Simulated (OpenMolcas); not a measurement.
Ir6+ (d3) among equal point charges was computed by CASSCF with the d shell active (OpenMolcas, ANO-RCC-VTZP on the metal). Its lowest spin-free states, and all those of the highest spin:

```csv
2S+1,Degeneracy,E (cm-1)
4,1,0.0
4,2,4354
4,1,5351
4,1,7799
4,2,8338
2,2,17943
2,2,18466
2,1,19024
4,2,19553
2,1,20613
2,1,21459
2,2,21863
4,1,22742
```

Task: Is the site octahedral, tetrahedral or cube-like, axial, or of lower symmetry?

Result: The states with 2S+1 = 4 have orbital degeneracies 1, 2, 1, 1, 2, 2, 1. There are pairs but no triples, so the site is axial: not cubic, but with a proper or improper axis of order three or more. The run had Ir6+ among 6 point charges of -1.5 e arranged as a trigonal antiprism (D3d), 2.06 Å from the ion, with a polar angle of 52.0° against the regular 54.74°.

Spin-orbit coupling mixes the spin-free states strongly: the lowest level takes only 36 % from its leading state, 4E, which lies 4354 cm-1 above the lowest spin-free state. Without dynamic correlation the repulsion within the d shell is too large (B by tens of per cent), so at a given field states of lower spin stand too high. Point charges carry no covalency, so the field is a model and not that of real ligands. No measured value stands beside these numbers.
